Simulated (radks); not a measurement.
Question: All-electron calculation, non-relativistic Kohn-Sham, LDA (Slater exchange, Perdew-Wang correlation), spin-polarised, spherical densities, point nucleus; open shells are filled with parallel spins first. Program: a radial shooting solver on a logarithmic mesh with Libxc functionals. Response by self-consistent Sternheimer equations with the Hartree and adiabatic LDA kernel. For heavy and open-shell atoms this level of theory can miss by tens of per cent. Estimate the static dipole polarisabilities of As5+ ([Ar] 3d10) and As+ ([Ar] 3d10 4s2 4p2) and the C6 coefficients of the three pairs.

Answer: alpha = 0.5498 and 16.73 bohr^3; C6 = 0.9136 (As5+-As5+), 6.441 (As5+-As+), 101.8 (As+-As+) hartree bohr^6.
